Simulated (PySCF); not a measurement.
Gas-phase reaction: 6 BHCl2 + 3 N2 → 2 B3N3Cl3H3 + 3 Cl2. Level: M06-2X/def2-TZVP†; standard pressure 1 bar.

Energies from PySCF, thermal terms from the rigid-rotor harmonic-oscillator model, ideal gas at 1 bar. † marks an energy on the PBE0/def2-TZVP geometry and frequencies. All species are closed-shell singlets. The harmonic model lacks anharmonicity and excited electronic states, which grow with temperature; levels with a mode under 35 cm⁻¹ are left out. Soft modes under 120 cm⁻¹ make the harmonic entropy rough for B3N3Cl3H3.

```
T (K)  1000/T (1/K)  log10 K
-----  ------------  -------
800          1.2500    -3.32
1000         1.0000   -10.24
1200         0.8333        ?
1400         0.7143   -17.95
1600         0.6250   -20.28
1800         0.5556   -22.06
```

Task: Fit log10 K = a + b·(1000/T) to the five rows, get the mean ΔH° and ΔS°, and predict log10 K at 1200 K.

Result: Means: 1000/T = 0.8290, log10 K = -14.770. Sums of products about the means: Sxy = 9.07695, Sxx = 0.336002, so b = Sxy/Sxx = 27.01 and a = -14.770 − (27.01)×0.8290 = -37.16.
ΔH° = −R ln 10 × 1000 K × b = −19.145 × (27.01) = -517 kJ; ΔS° = R ln 10 × a = -711 J/K. The run's own values go from -534 kJ and -731 J/K at 800 K to -484 kJ and -691 J/K at 1800 K.
Prediction at 1200 K: -37.16 + (27.01)×0.8333 = -14.65. The computed value is -14.77, 0.12 from the line.
For scale, ΔH°(298 K) is -546 kJ at this level, -522 kJ at ωB97M-V/def2-TZVP†, and runs from -1093 to -215 kJ over the 18 levels computed.
